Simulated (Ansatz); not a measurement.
Spectroscopic constants of CsRe, multiplicity 7 (lowest of 2S+1 = 1, 3, 5, 7 at CCSD(T)/def2-TZVPP on PBE0 minima; our sources give no spin for the ground state, which may be another). No spin–orbit coupling.

Constants: fifth-degree fit in 1/R to seven points, most abundant isotopes. Runs in def2 and cc sets follow the lowest solution found near the PBE0 minimum.

Correlated levels freeze the inner cores; with def2 sets outer-core shells near the valence are correlated too.

Codes used: Ansatz (a quantum-chemistry and plane-wave program) with Gaussian orbitals. Values without a source in brackets are computed. In def2 rows elements past Kr take small-core potentials, without spin–orbit coupling.

### Question
What bond length and harmonic frequency does r2SCAN/def2-TZVPP give?

### Answer
r_e = 4.259 Å, ω_e = 37 cm⁻¹.

### Question
What bond length and harmonic frequency does B2PLYP/def2-TZVPP give?

### Answer
r_e = 4.350 Å, ω_e = 30 cm⁻¹.

### Question
What bond length and harmonic frequency does CCSD(T)/def2-TZVPP give?

### Answer
r_e = 4.288 Å, ω_e = 33 cm⁻¹.
